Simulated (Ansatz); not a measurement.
Frontier orbitals of `[SiH3][SiH]1B[SiH2]1`.

Cartesian coordinates in Å:
```
Si -1.393 -0.679 1.136
Si 0.778 0.102 0.791
B 1.353 1.443 -0.415
Si 0.489 0.428 -1.749
H -1.532 -2.098 0.714
H -1.683 -0.600 2.594
H -2.374 0.158 0.402
H 1.737 -0.588 1.703
H 2.450 1.898 -0.480
H -0.927 -0.008 -1.681
H 1.102 -0.056 -3.015
```

Charge 0, multiplicity 1. All single points use the PBE0-D4/def2-TZVP geometry. Basis def2-TZVPP, Ansatz 0.2.0.

Orbital energies of one run (eV). Highest occupied ones, from the top: -5.92, -6.56, -7.45, -8.31, -8.67, -8.73, -9.54, -10.70, -12.11, -13.44, -14.92, -94.24, -94.26, -94.26. Empty: -2.76, -2.31, -0.72, -0.67, -0.08, 0.10.

Q: Which functional gave them?
A. ωB97M-V
B. CAM-B3LYP
C. B3LYP
D. PBE

A: D. HOMO energies: PBE -5.92, ωB97M-V -8.59, CAM-B3LYP -7.77, B3LYP -6.51 eV.

B3LYP here is the variant with VWN-RPA as its local correlation; programs differ in this.
